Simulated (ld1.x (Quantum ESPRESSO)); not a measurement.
**titanium, TM: configuration errors across variants**

Ti (Z = 22), norm-conserving Troullier–Martins (Kleinman–Bylander form), made with ld1.x (Quantum ESPRESSO) 7.5 (PBE, scalar-relativistic). Core [Ne], reference 3s2 3p6 3d2 4s2 4p0. Waves: 3s (bound): rc 0.95 bohr; 3p (bound): rc 1.10 bohr; 3d (bound): rc 2.50 bohr. Local part: the d channel. Core correction: none.

Occupied shells without a wave of their own: 4s. They enter only through the test configuration that unscreens the potential.

All-electron excitation energies from the reference (eV): (1) 3s2 3p6 3d2 4s1 4p0 7.347; (2) 3s2 3p6 3d2 4s0 4p0 20.919; (3) 3s2 3p6 3d1 4s0 4p0 47.867; (4) 3s2 3p5 3d2 4s2 4p0 45.557; (5) 3s2 3p6 3d2.5 4s1.5 4p0 0.353; (6) 3s2 3p6 3d3 4s1 4p0 1.106; (7) 3s2 3p6 3d2 4s0 4p2 6.288.

For the base: The 4s level has no wave, so the channel is fitted at the deeper level alone: the likely source of the large errors.

Errors AE − PS in meV (a dash: test not solved or not reliable):

| change | (1) | (2) | (3) | (4) | (5) | (6) | (7) | bound ghosts |
| --- | --- | --- | --- | --- | --- | --- | --- | --- |
| base | +142 | +129 | -167 | +279 | +110 | +254 | -423 | none |
| wave 3p (bound): rc 1.10 bohr becomes 3p (bound): rc 0.86 bohr | +142 | +129 | -167 | +278 | +109 | +253 | -424 | none |
| wave 3p (bound): rc 1.10 bohr becomes 3p (bound): rc 0.94 bohr | +142 | +130 | -167 | +280 | +110 | +254 | -424 | none |
| wave 3p (bound): rc 1.10 bohr becomes 3p (bound): rc 1.08 bohr | +142 | +129 | -167 | +279 | +110 | +254 | -423 | none |
| wave 3p (bound): rc 1.10 bohr becomes 3p (bound): rc 1.20 bohr | +142 | +129 | -167 | +277 | +109 | +253 | -422 | none |
| wave 3p (bound): rc 1.10 bohr becomes 3p (bound): rc 1.34 bohr | +142 | +128 | -167 | +274 | +109 | +253 | -420 | none |
| wave 3p (bound): rc 1.10 bohr becomes 3p (bound): rc 1.40 bohr | +142 | +128 | -166 | +272 | +109 | +252 | -419 | none |
| wave 3p (bound): rc 1.10 bohr becomes 3p (bound): rc 1.54 bohr | +142 | +128 | -166 | +271 | +109 | +252 | -418 | none |
| wave 3p (bound): rc 1.10 bohr becomes 3p (bound): rc 1.64 bohr | +142 | +128 | -166 | +271 | +109 | +252 | -418 | none |

**Question.** Give the same row for: wave 3p (bound): rc 1.10 bohr becomes 3p (bound): rc 0.72 bohr.

**Answer.** +141, +124, -170, +264, +108, +251, -427; bound ghosts: none.
